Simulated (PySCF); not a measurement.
A made-up structure of TiOF₂, singlet:

O1  (0.137, 0.514, 1.694)
Ti2  (-0.008, -0.005, -0.002)
F3  (0.848, -1.752, -0.465)
F4  (-0.977, 1.243, -1.227)
(Å)

It is relaxed with PBE-D4/def2-SVP and then PBE0-D4/def2-TZVP (PySCF 2.14 with density fitting (its default auxiliary sets; JK sets also for MP2 and CCSD(T))). Atoms count as bonded within 1.22 times the sum of their covalent radii (H–H: 0.88 Å). The end point is not checked to be a true minimum.

(1) Does its bonding change? (Judge from chemistry; the calculation decides.)

## Answers

(1) The calculation gives: No: no bond forms or breaks.

Where it ends: The first stage lowers the energy by 1.57 eV in 10 steps. It ends as TiOF₂ ([O][Ti]([F])[F]):
O1  (0.290, 0.472, 1.797)
Ti2  (0.015, -0.113, 0.343)
F3  (0.698, -1.733, 0.012)
F4  (-0.750, 1.011, -0.818)
(Å)

Labels in which every atom is bracketed show which atoms are joined, not bond orders.

For scale, one of the runs: PBE0-D4/def2-TZVP relaxation, 138 basis functions, launched by `OMP_NUM_THREADS=2 python run.py`. The run took 78 s on 2 CPU threads of an AMD EPYC 9B14 (shared host), with 1.3 GiB of host memory at its peak.
